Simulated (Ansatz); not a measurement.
`COB(C)N` + `O[SiH2]S[SiH3]` → `CO[SiH2]S[SiH3]` + `CB(N)O`  (substitution at a C–O bond)

Computed with Ansatz on PBE0-D4/def2-TZVP structures; ΔE is electronic, products minus reactants. CCSD(T)/CBS adds triple-zeta CCSD(T) − MP2 to the extrapolated MP2 energy (def2 sets, frozen cores). This one scheme is used for every species. DFT in def2-TZVPP. B3LYP here is the variant with VWN-RPA as its local correlation; programs differ in this. One conformer a species, not always the lowest.

```json
{"level": "PBE-D4", "ΔE (kcal/mol)": "-0.4", "difference from CCSD(T)/CBS": "-0.1"}
{"level": "B2PLYP", "ΔE (kcal/mol)": "-0.1", "difference from CCSD(T)/CBS": "0.2"}
{"level": "r2SCAN", "ΔE (kcal/mol)": "-0.1", "difference from CCSD(T)/CBS": "0.2"}
{"level": "PBE0", "ΔE (kcal/mol)": "-0.2", "difference from CCSD(T)/CBS": "0.1"}
{"level": "B3LYP", "ΔE (kcal/mol)": "0.0", "difference from CCSD(T)/CBS": "0.3"}
{"level": "SCS-MP2/def2-TZVPP", "ΔE (kcal/mol)": "-0.3", "difference from CCSD(T)/CBS": "0.0"}
{"level": "CCSD/def2-TZVPP", "ΔE (kcal/mol)": "-0.3", "difference from CCSD(T)/CBS": "0.0"}
{"level": "CCSD(T)/def2-TZVPP", "ΔE (kcal/mol)": "-0.3", "difference from CCSD(T)/CBS": "0.0"}
{"level": "SCS-MP2/def2-QZVPP", "ΔE (kcal/mol)": "-0.3", "difference from CCSD(T)/CBS": "0.0"}
{"level": "HF/CBS(def2)", "ΔE (kcal/mol)": "-0.3", "difference from CCSD(T)/CBS": "0.0"}
{"level": "CCSD(T)/CBS", "ΔE (kcal/mol)": "-0.3", "difference from CCSD(T)/CBS": "0"}
```

Largest T1 diagnostic among the species: 0.012.

CCSD(T)/CBS has its own doubt, a few kJ/mol and more with outer-core shells, so smaller differences from it don't rank the levels.
